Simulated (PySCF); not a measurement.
A calculated (UHF, PySCF 2.14, def2-QZVPPD, no relativity, point nucleus) atom or ion has these occupied shells.

```tsv
shell	electrons	orbital energy (eV)	rms radius, mean of both spins (bohr)
1s α	1	-582.61	0.230
1s β	1	-578.98	0.230
2s α	1	-56.368	1.20
2s β	1	-41.658	1.20
2p α	3	-36.214	1.20
```

(1) Name the element and its charge.

Answers

(1) O⁺ (oxygen, charge +1), in [He] 2s2 2p3, high-spin 4S determinant.
